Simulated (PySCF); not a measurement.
Assignment exercise: C6H9BN2O

Atoms are numbered as in `[cH:1]1[cH:2][o:3][c:4]([B:5]2[NH:6][CH2:7][CH2:8][NH:9]2)[cH:10]1`. Each H is labelled by its parent atom.

Relativity neglected, a single conformation, fast rotation and ring inversion assumed for equivalent nuclei, in vacuum. Shielding tensors at KT2/pcSseg-1 (GIAO); structure optimised with PBE0-D3(BJ)/def2-SVP; PySCF 2.14.0 with density-fitted response routines.

Chemical shifts δ = σref − σ; 13C, 1H against TMS, all at this level.

Task: Assign these signals to the numbered atoms. 13C{1H} NMR (computed): δ 148.5 (C), 139.0 (CH), 113.3 (CH), 106.0 (CH), 49.2 (CH2).

Result: 
| δ (ppm) | atoms | environment | reason |
| --- | --- | --- | --- |
| 148.5 | C4 | substituted aromatic carbon next to the ring oxygen | – |
| 139.0 | C2 | aromatic CH next to the ring oxygen | – |
| 113.3 | C10 | aromatic CH | – |
| 106.0 | C1 | aromatic CH | – |
| 49.2 | C7/C8 | sp3 CH2 bonded to N | deshielded by the electronegative neighbour |

Task: Assign these signals to the numbered atoms. 1H NMR (300 MHz, computed): δ 7.40 (m, 1H), 6.62 (m, 1H), 6.35 (m, 1H), 3.50 (s, 4H), 2.44 (br s, 2H).

Result: 
| δ (ppm) | atoms | environment | reason |
| --- | --- | --- | --- |
| 7.40 | H(C2) | hydrogen on an aromatic CH next to the ring oxygen | the ring current deshields protons in the ring plane |
| 6.62 | H(C10) | hydrogen on an aromatic CH | the ring current deshields protons in the ring plane |
| 6.35 | H(C1) | hydrogen on an aromatic CH | – |
| 3.50 | H(C7)/H(C8) | hydrogen on an sp3 CH2 bonded to N | its carbon carries N, an electronegative neighbour |
| 2.44 | H(N6)/H(N9) | hydrogen on a nitrogen bonded to C, B, in a 5-membered ring | labile proton, position sensitive to the medium |

OH/NH shifts are gas-phase values; hydrogen bonding in solution moves them, usually downfield. A carbon bonded to boron is broadened by the quadrupolar boron nucleus and is often missing from a measured spectrum. Shifts are as computed. Against solution values, carbons near 30 ppm lie about +2 ppm off and those near 130 ppm about -5 ppm. Of 1211 compounds with measured shifts, 218 miss one by over three times the rms of a fit or turn the order of signals round; such compounds aren't used in these exercises. No couplings were computed; multiplicities are counted from neighbouring protons, with m where these are inequivalent, close in shift, in a saturated or five-membered ring or joined by F or P, and br s for small geminal =CH2 splittings.
